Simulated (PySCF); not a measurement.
# How methods differ on the excitation energy of Ru

Ru [Kr] 4d7 5s1 (5F) → Ru [Kr] 4d8 (3F), as a difference of total energies. Computed with PySCF 2.14 in x2c-TZVPPall (8s6p6d2f1g, 79 functions), with scalar relativity by spin-free X2C-1e. Correlated levels: valence: [Kr] frozen; valence and next inner shell: [Ar] 3d10 frozen. The calculations carry no spin-orbit coupling.

```json
{"method": "UHF", "excitation energy (eV)": "2.263"}
{"method": "LDA", "excitation energy (eV)": "0.971"}
{"method": "PBE", "excitation energy (eV)": "1.071"}
{"method": "PBE0", "excitation energy (eV)": "1.218"}
{"method": "r2SCAN", "excitation energy (eV)": "1.398"}
{"method": "BP86", "excitation energy (eV)": "1.061"}
{"method": "B2PLYP", "excitation energy (eV)": "1.096"}
{"method": "PBEsol", "excitation energy (eV)": "1.084"}
{"method": "LC-wPBE", "excitation energy (eV)": "1.047"}
{"method": "MP2 (valence)", "excitation energy (eV)": "1.158"}
{"method": "SCS-MP2 (valence)", "excitation energy (eV)": "0.911"}
{"method": "MP2 (valence and next inner shell)", "excitation energy (eV)": "1.105"}
{"method": "SCS-MP2 (valence and next inner shell)", "excitation energy (eV)": "0.998"}
```

Q: How much does correlation contribute at MP2 (valence and next inner shell)?

A: 1.105 − (2.263) = -1.158 eV, measured against UHF.

A first-order spin-orbit estimate (lowest level to lowest level, LS coupling) adds 0.011 eV.
